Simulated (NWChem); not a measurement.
System: silene (CH4Si); SMILES C=[SiH2]

Computed with NWChem. Geometry: optimised at PBE0-D3(BJ)/def2-TZVP. Core excitations by TDA in a window of 1s orbitals, non-relativistic and unshifted: absolute energies depend strongly on the exact-exchange share.

Q: Predict the results for C K edge, B3LYP/cc-pVTZ. Quantities: first 1s excitation (eV); dipole oscillator strength of the first; first state with f > 0.002 (eV); dipole oscillator strength of that state.

A: 
* **first 1s excitation (eV)**: 273.2
* **dipole oscillator strength of the first**: 0.0353
* **first state with f > 0.002 (eV)**: 273.2
* **dipole oscillator strength of that state**: 0.0353
